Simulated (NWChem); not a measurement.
## Atomisation of Cl2Si

```xyz
3

Si     0.0000     0.0000     0.9417
Cl    -1.6401     0.0000    -0.3877
Cl     1.6401     0.0000    -0.3877
```
Charge 0, spin multiplicity 1.

All runs are NWChem calculations. Structure: optimised with PBE/def2-SVP, a minimum by its harmonic frequencies.

Basis set: def2-TZVP. The atomisation energy is electronic alone: no zero-point, thermal, spin-orbit or counterpoise terms. No value is extrapolated to the basis-set limit. Free atoms are single determinants with multiplicities Si 3, Cl 2. Correlated methods freeze the same cores in atoms and molecule, 15 orbitals in all.

```
method     atomisation energy (kcal/mol)  relative cost
---------  -----------------------------  -------------
TPSS                               206.1        under 3
MP2                                206.2        under 3
BHandHLYP                          192.2        under 3
r2SCAN                             208.0        under 3
PBE0                               205.3        under 3
PBE                                211.9        under 3
HF                                 144.1              1
B3LYP                              200.1        under 3
CCSD(T)                            196.2             30
```

The values span 67.7 kcal/mol, from HF (lowest) to PBE (highest). Relative cost: rough, from shared machines, SCF included, HF = 1. Costs are the molecule's.

B3LYP has NWChem's definition, with VWN1-RPA local correlation. The structure started from a generated list of species. The stability of the SCF solutions was not checked. Open-shell Hartree-Fock references start from PBE0 orbitals; any time given for them includes that run. Coupled-cluster values serve here as a point of comparison, not as the truth.
